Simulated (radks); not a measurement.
Nb1.1+, configuration [He] 2s2 2p5.9 3s2 3p6 3d10 4s2 4p6 4d4 (fractional occupations, a model configuration). Calculated with a radial shooting solver on a logarithmic mesh with Libxc functionals: scalar-relativistic Kohn-Sham, PBE, spin-unpolarised, spherical densities, finite nucleus; Fermi nuclear charge, rms radius 4.324 fm.

Normalised radial functions P(r) = r R(r), r in bohr:

```
   r/bohr * 2p (the largest magnitude, 2.63, reaches the edge; | marks zero)
 0.002783 *
 0.003683 |*
 0.004834 |*
 0.006396 | *
 0.008395 |  *
  0.01111 |   *
  0.01458 |      *
  0.01929 |         *
  0.02532 |               *
   0.0335 |                      *
  0.04398 |                               *
  0.05818 |                                         *
  0.07637 |                                                 *
   0.1011 |                                                      *
   0.1326 |                                                    *
   0.1755 |                                         *
   0.2304 |                           *
   0.3048 |            *
   0.4001 |    *
   0.5251 |*
   0.6948 *
    0.912 *
    1.207 *
    1.584 *
    2.096 *
    2.751 *
     3.64 *
    4.777 *
    6.321 *
```

2p: eigenvalue -2365.9 eV, 0 radial nodes, <r> = 0.138 bohr, 90 % of the charge inside 0.224 bohr.
